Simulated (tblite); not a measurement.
Compound: C₆H₁₆P (charge +1).
Bonds: C1–C2, C2–P3, P3–C4, C4–C5, P3–C6, C6–C7. Hydrogens: H8, H9, H10 on C1; H11, H12 on C2; H13 on P3; H14, H15 on C4; H16, H17, H18 on C5; H19, H20 on C6; H21, H22, H23 on C7.

Computed with GFN2-xTB (tblite), gas phase: L-BFGS steps from a force-field or distance-geometry start until the largest atomic force falls under 0.01 eV/Å.

Step 12: E = -629.0136 eV
```
atom  x, y, z in Å  |  force x, y, z in eV/Å
C1     -0.2011    2.7394   -0.6263    0.043  -0.016  -0.020
C2     -0.8418    1.3582   -0.7331    0.043  -0.077   0.037
P3      0.0178    0.0794    0.2448    0.007  -0.029   0.027
C4      1.6949   -0.1868   -0.4294   -0.161   0.064   0.009
C5      2.5426   -1.1423    0.4035   -0.038  -0.030  -0.021
C6     -0.9253   -1.4838    0.1756    0.056   0.077  -0.022
C7     -2.2971   -1.3983    0.8417    0.021   0.021  -0.035
H8     -0.7393    3.4368   -1.2606   -0.041   0.023  -0.035
H9     -0.2260    3.1303    0.3874   -0.050  -0.086   0.067
H10     0.8318    2.7219   -0.9579    0.083   0.015  -0.043
H11    -0.8100    0.9907   -1.7667   -0.032   0.087  -0.007
H12    -1.8905    1.4012   -0.4277    0.024  -0.024   0.056
H13     0.1157    0.5006    1.5651   -0.014  -0.048  -0.137
H14     1.5272   -0.5821   -1.4399    0.113  -0.017   0.029
H15     2.1972    0.7790   -0.5289   -0.037   0.014   0.041
H16     2.7270   -0.7659    1.4053   -0.056   0.111   0.031
H17     2.0725   -2.1150    0.4871   -0.041  -0.134   0.008
H18     3.5045   -1.2824   -0.0773    0.082   0.005  -0.051
H19    -0.3285   -2.2824    0.6261   -0.002   0.068   0.031
H20    -1.0256   -1.7075   -0.8949   -0.042  -0.045   0.062
H21    -2.9105   -0.6306    0.3817   -0.067   0.042  -0.037
H22    -2.2258   -1.1867    1.9050    0.107   0.019   0.030
H23    -2.8144   -2.3467    0.7298    0.004  -0.039  -0.018
```

Step 13: E = -629.0187 eV
```
atom  x, y, z in Å  |  force x, y, z in eV/Å
C1     -0.1986    2.7433   -0.6271   -0.005  -0.041   0.001
C2     -0.8424    1.3638   -0.7356    0.033  -0.141   0.065
P3      0.0175    0.0771    0.2377   -0.025  -0.027   0.000
C4      1.6987   -0.1887   -0.4293   -0.168   0.076   0.001
C5      2.5443   -1.1456    0.4041   -0.035   0.010  -0.011
C6     -0.9296   -1.4872    0.1758    0.104   0.091  -0.014
C7     -2.3010   -1.3982    0.8428    0.056   0.024  -0.025
H8     -0.7413    3.4399   -1.2599    0.003   0.020  -0.017
H9     -0.2292    3.1275    0.3897   -0.012  -0.066   0.033
H10     0.8351    2.7228   -0.9594    0.036   0.039  -0.022
H11    -0.8198    1.0031   -1.7708   -0.014   0.058  -0.027
H12    -1.8905    1.4028   -0.4239    0.053  -0.003   0.055
H13     0.1153    0.4984    1.5584   -0.014  -0.051  -0.143
H14     1.5442   -0.5806   -1.4413    0.067  -0.035  -0.016
H15     2.1978    0.7795   -0.5253   -0.027   0.009   0.060
H16     2.7253   -0.7619    1.4039   -0.048   0.069   0.040
H17     2.0723   -2.1187    0.4880   -0.007  -0.093   0.007
H18     3.5083   -1.2819   -0.0757    0.048  -0.014  -0.031
H19    -0.3290   -2.2819    0.6304   -0.027   0.084   0.031
H20    -1.0319   -1.7218   -0.8912   -0.035  -0.027   0.030
H21    -2.9130   -0.6285    0.3799   -0.044  -0.012   0.011
H22    -2.2216   -1.1873    1.9070    0.063   0.025  -0.018
H23    -2.8157   -2.3491    0.7321   -0.005   0.005  -0.009
```

Step 14: E = -629.0226 eV
```
atom  x, y, z in Å  |  force x, y, z in eV/Å
C1     -0.1966    2.7457   -0.6277   -0.033  -0.056   0.017
C2     -0.8424    1.3661   -0.7368    0.018  -0.124   0.047
P3      0.0168    0.0746    0.2315   -0.037  -0.021  -0.044
C4      1.6994   -0.1891   -0.4294   -0.094   0.038  -0.011
C5      2.5451   -1.1481    0.4045   -0.032   0.036   0.002
C6     -0.9316   -1.4885    0.1755    0.085   0.065  -0.009
C7     -2.3032   -1.3978    0.8433    0.066   0.023  -0.012
H8     -0.7427    3.4429   -1.2594    0.042  -0.004   0.011
H9     -0.2319    3.1242    0.3920    0.019  -0.049  -0.004
H10     0.8382    2.7243   -0.9610   -0.019   0.052   0.002
H11    -0.8284    1.0145   -1.7747   -0.001   0.023  -0.030
H12    -1.8894    1.4042   -0.4197    0.066   0.006   0.055
H13     0.1147    0.4958    1.5503   -0.012  -0.041  -0.107
H14     1.5597   -0.5800   -1.4429    0.020  -0.034  -0.040
H15     2.1978    0.7801   -0.5212   -0.029   0.005   0.071
H16     2.7230   -0.7575    1.4034   -0.045   0.019   0.019
H17     2.0722   -2.1229    0.4888    0.033  -0.023   0.005
H18     3.5120   -1.2817   -0.0747   -0.018  -0.016   0.001
H19    -0.3299   -2.2800    0.6346   -0.028   0.084   0.035
H20    -1.0377   -1.7343   -0.8877   -0.018  -0.008   0.000
H21    -2.9158   -0.6273    0.3789   -0.016  -0.054   0.048
H22    -2.2171   -1.1873    1.9082    0.027   0.029  -0.054
H23    -2.8169   -2.3508    0.7340    0.005   0.049  -0.002
```

Step 15: E = -629.0253 eV
```
atom  x, y, z in Å  |  force x, y, z in eV/Å
C1     -0.1959    2.7462   -0.6278   -0.034  -0.057   0.023
C2     -0.8420    1.3655   -0.7371    0.002  -0.057   0.002
P3      0.0158    0.0724    0.2263   -0.025  -0.013  -0.075
C4      1.6981   -0.1888   -0.4299   -0.001  -0.013  -0.024
C5      2.5450   -1.1492    0.4048   -0.029   0.041   0.010
C6     -0.9317   -1.4883    0.1750    0.029   0.020  -0.012
C7     -2.3034   -1.3972    0.8434    0.054   0.019  -0.003
H8     -0.7429    3.4449   -1.2588    0.057  -0.031   0.034
H9     -0.2333    3.1212    0.3936    0.035  -0.039  -0.022
H10     0.8398    2.7264   -0.9619   -0.053   0.049   0.019
H11    -0.8344    1.0230   -1.7779    0.005  -0.007  -0.023
H12    -1.8876    1.4055   -0.4157    0.059   0.004   0.055
H13     0.1141    0.4930    1.5423   -0.009  -0.026  -0.057
H14     1.5709   -0.5802   -1.4447   -0.014  -0.021  -0.042
H15     2.1974    0.7807   -0.5169   -0.038   0.002   0.071
H16     2.7207   -0.7542    1.4035   -0.043  -0.014  -0.004
H17     2.0729   -2.1262    0.4896    0.056   0.034   0.003
H18     3.5142   -1.2820   -0.0739   -0.073  -0.006   0.026
H19    -0.3310   -2.2773    0.6384   -0.012   0.069   0.040
H20    -1.0421   -1.7433   -0.8851    0.001   0.005  -0.021
H21    -2.9180   -0.6275    0.3792    0.000  -0.063   0.059
H22    -2.2136   -1.1868    1.9082    0.010   0.033  -0.060
H23    -2.8177   -2.3509    0.7354    0.021   0.069   0.003
```

**Question.** Estimate the geometry and energy of step 16. (The exact step hangs on the optimiser's Hessian estimate; all steps are aligned on step 15, rigid shifts and turns removed.)

**Answer.** E = -629.0276 eV, largest force 0.104 eV/Å
```
atom  x, y, z in Å  |  force x, y, z in eV/Å
C1     -0.1958    2.7454   -0.6274   -0.018  -0.043   0.022
C2     -0.8417    1.3639   -0.7375   -0.011   0.016  -0.045
P3      0.0146    0.0703    0.2207    0.003  -0.008  -0.082
C4      1.6968   -0.1888   -0.4309    0.069  -0.050  -0.035
C5      2.5443   -1.1491    0.4052   -0.025   0.033   0.013
C6     -0.9312   -1.4877    0.1741   -0.027  -0.023  -0.021
C7     -2.3023   -1.3965    0.8433    0.030   0.014   0.003
H8     -0.7419    3.4461   -1.2578    0.049  -0.047   0.044
H9     -0.2337    3.1181    0.3946    0.039  -0.031  -0.018
H10     0.8400    2.7291   -0.9622   -0.059   0.034   0.026
H11    -0.8392    1.0296   -1.7808    0.004  -0.032  -0.017
H12    -1.8852    1.4066   -0.4113    0.037  -0.005   0.053
H13     0.1134    0.4902    1.5344   -0.007  -0.011  -0.012
H14     1.5796   -0.5806   -1.4469   -0.034  -0.003  -0.037
H15     2.1964    0.7812   -0.5120   -0.043   0.002   0.060
H16     2.7181   -0.7518    1.4038   -0.041  -0.030  -0.014
H17     2.0746   -2.1282    0.4902    0.056   0.064   0.003
H18     3.5147   -1.2823   -0.0727   -0.096   0.008   0.038
H19    -0.3321   -2.2739    0.6423    0.012   0.046   0.042
H20    -1.0456   -1.7504   -0.8832    0.018   0.011  -0.037
H21    -2.9199   -0.6288    0.3805    0.005  -0.043   0.049
H22    -2.2107   -1.1855    1.9072    0.006   0.037  -0.039
H23    -2.8180   -2.3497    0.7366    0.033   0.062   0.006
```

The energy changes by -0.0023 eV. The first-order estimate −F·Δx gives -0.0031 eV and the mean of the old and new forces, exact on a quadratic surface, -0.0023 eV. The step makes an angle of 62° with the force vector and moves no atom by more than 0.009 Å.

The cost below is that of the whole relaxation. Time: 0.43 s of wall time. Hardware: one thread, Arm Neoverse V1 (aarch64), no GPU (shared host).
